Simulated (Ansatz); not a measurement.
C$_{2}$H$_{7}$BZn. The species carries charge 0 and has multiplicity 1. For Zn the d shell is correlated and the shells below it are frozen. Scalar relativity is left out up to krypton. The bonds changed during the relaxation, so this is another structure than the one it started from.

```xyz
11

C     0.446   -0.032   -1.269
C    -0.195   -0.659   -0.040
B    -0.660    0.300    1.113
Zn    1.315    1.320    1.911
H     1.437    0.369   -1.030
H     0.573   -0.749   -2.084
H    -0.154    0.801   -1.645
H     0.397   -1.505    0.322
H    -1.162   -1.111   -0.335
H    -0.905   -0.131    2.211
H    -1.091    1.396    0.846
```

Give the diagnostics of a CCSD(T)/def2-TZVPP run (frozen core, Ansatz). (An estimate is asked.)

The calculation gave: T1 = 0.0140, largest single amplitude 0.040, largest double 0.098, (T) share of the correlation energy 3.5 %, 10 CCSD cycles. The RHF solution is stable towards an unrestricted one. T1 lies under the customary mark of 0.02 for closed shells.
